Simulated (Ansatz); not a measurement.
Isolated molecules relaxed with PBE0-D4/def2-TZVP in Ansatz; ΔE leaves out vibrations. CBS: MP2 limit from def2 TZ/QZ plus the TZ coupled-cluster correction, frozen cores. This one scheme is used for every species. Functionals use def2-TZVPP. For Zn outer-core shells are correlated without core-valence functions, which leaves a few kJ/mol of doubt a bond. Scalar relativity is left out up to krypton. Each species was taken in one conformer, which may not be the lowest.

Consider the ligand exchange at a Zn–O bond: `C[O][Zn][OH]` + `O[SiH3]` → `[OH][Zn][O][SiH3]` + CH₃OH.

`C[O][Zn][OH]`:

```xyz
8

C    -0.643    0.728    1.210
O    -0.347   -0.534    0.680
Zn    0.357   -0.843   -0.907
O     0.942   -1.293   -2.511
H    -1.084    0.592    2.203
H    -1.368    1.287    0.603
H     0.248    1.359    1.331
H     1.896   -1.297   -2.608
```

`O[SiH3]`:

Cartesian coordinates in Å:
```
O -0.126 -1.249 0.260
Si -0.125 0.353 -0.126
H 0.681 -1.624 0.614
H 0.160 1.205 1.061
H -1.482 0.647 -0.642
H 0.891 0.667 -1.168
```

`[OH][Zn][O][SiH3]`:

```xyz
8

O    -0.812   -2.838   -1.376
Zn   -0.616   -1.323   -0.497
O    -0.499    0.104    0.517
Si    0.437    1.390    0.840
H    -0.724   -2.770   -2.328
H    -0.141    2.143    1.984
H     1.829    0.984    1.194
H     0.525    2.309   -0.333
```

CH₃OH:

Cartesian coordinates in Å:
```
C -0.022 -0.348 -0.073
O -0.493 0.947 0.221
H -0.896 -0.991 -0.172
H 0.611 -0.754 0.726
H 0.537 -0.386 -1.017
H 0.262 1.532 0.314
```

```csv
species,B2PLYP energy (Eh)
`C[O][Zn][OH]`,-1970.04687
`O[SiH3]`,-367.02731
`[OH][Zn][O][SiH3]`,-2221.40316
CH₃OH,-115.68264
```

Q: Work out ΔE.

A: ΔE = (-2221.40316) + (-115.68264) − (-1970.04687) − (-367.02731) = -0.01162 Eh = -30.5 kJ/mol. CCSD(T)/CBS gives -33.4 kJ/mol.

Largest T1 diagnostic among the species: 0.017.

From BLYP to BHLYP (50 % exact exchange), in def2-TZVPP and without D4, ΔE moves by −10.7 kJ/mol. At CCSD(T), def2-SVP lies −7.0 kJ/mol from the extrapolated value and def2-TZVPP −0.5 kJ/mol. In def2-TZVPP, CCSD(T) changes the Hartree–Fock value by +7.2 kJ/mol (the triples alone add +1.4 kJ/mol) and MP2 by +7.7 kJ/mol.
